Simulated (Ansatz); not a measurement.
System: sum formula SiH$_{3}$Cl, net charge 1, doublet state. 
Structure (B3LYP-D3(BJ)/def2-TZVP (Ansatz, a program for electronic structure) minimum search):
```
Si
H 1 1.4674
H 1 1.4674 2 123.65
H 1 1.5885 2 109.67 3 131.87
Cl 1 2.0645 2 112.94 4 85.94
```
Charge +1, spin multiplicity 2.

Basis-set convergence of Hartree-Fock and MP2 correlation energies (hartree) with Ansatz. Valence correlation only, unless marked. UHF or UKS for open shells. Spin-orbit coupling is left out. No relativistic terms.

```
basis       functions       E(HF)  E(corr, MP2)
----------  ---------  ----------  ------------
def2-SVP           51  -749.58400      -0.22261
def2-TZVPP        126           …             …
```

What belongs in the gaps?


- def2-TZVPP, E(HF): -749.85259
- def2-TZVPP, E(corr, MP2): -0.29303
